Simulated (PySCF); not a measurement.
Si(F)2(I)(OH) (F2HIOSi), SMILES O[Si](F)(F)I. Atoms are numbered in the order given.

```xyz
6

O      1.5424     1.7252     0.0000
Si    -0.0003     1.1914     0.0000
F     -0.8044     1.7472     1.2797
F     -0.8044     1.7472    -1.2797
I      0.0084    -1.2190     0.0000
H      1.7014     2.6785     0.0000
```

Geometry optimised at B3LYP-D3(BJ)/def2-SVP. The def2 effective core potentials stand for the cores of I; spin–orbit coupling is left out. The values are those of a single conformer.

The numbers are results of B3LYP/def2-TZVP (PySCF), not measurements.

Atomic charges (e):

```json
[
 {"atom": "O1", "Mulliken": "-0.49", "Löwdin": "-0.09"},
 {"atom": "Si2", "Mulliken": "0.84", "Löwdin": "(withheld)"},
 {"atom": "F3", "Mulliken": "-0.30", "Löwdin": "(withheld)"},
 {"atom": "F4", "Mulliken": "-0.30", "Löwdin": "(withheld)"},
 {"atom": "I5", "Mulliken": "-0.09", "Löwdin": "(withheld)"},
 {"atom": "H6", "Mulliken": "0.33", "Löwdin": "0.19"}
]
```

Q: Complete the blanks. (The exact figures need the calculation; the answer reports its results.)

A: 
- Si2, Löwdin: -0.39
- F3, Löwdin: 0.02
- F4, Löwdin: 0.02
- I5, Löwdin: 0.24

Q: Give the Mayer and Wiberg (Löwdin basis) orders of the bonds. (The exact figures need the calculation; the answer reports its results.)

A: 
| bond | Mayer | Wiberg |
|---|---|---|
| O1–Si2 | 1.26 | 1.73 |
| Si2–F3 | 1.12 | 1.71 |
| Si2–F4 | 1.12 | 1.71 |
| Si2–I5 | 1.20 | 1.70 |
| O1–H6 | 0.86 | 1.00 |
